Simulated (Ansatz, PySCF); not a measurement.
H$_{2}$O, charge -1, doublet, at the geometry of the source list (a state made from the parent by changing its charge; the spin is typed, not shown lowest) (in this run its highest filled SCF level lies above zero, so its values depend strongly on the basis, on diffuse functions most of all). Base run: PySCF with BLYP/def2-TZVP.

Geometry (Å):
```xyz
3

O      0.0070     0.3790     0.0000
H     -0.7759    -0.1753     0.0000
H      0.7689    -0.2037     0.0000
```
Charge -1, spin multiplicity 2.
Orbitals are unrestricted.
All else is at PySCF's defaults.

The same geometry, method and basis name were run in Ansatz (a first-principles code) and PySCF, at each program's defaults and at the settings that a row names. The base is PySCF at its defaults. Differences at the defaults can come from grids, fitting, cores and function types together.

```tsv
code and settings	ΔE vs base (µEh)	basis functions	E (Eh)	SCF cycles
PySCF, defaults (exact integrals, its default grid, spherical functions)	0.0	43	-76.34896	8
Ansatz, defaults (factorised integrals, its default grid, spherical functions)	-4.7	43	-76.34897	-
PySCF, density fitting with def2-universal-jkfit	-82.3	43	-76.34904	8
PySCF, fine grid	0.1	43	-76.34896	8
Ansatz, high accuracy	0.0	43	-76.34896	-
```

Open shells are given as the SCF converged; they aren't shown to be the lowest states, and a large step between rows can be another state.
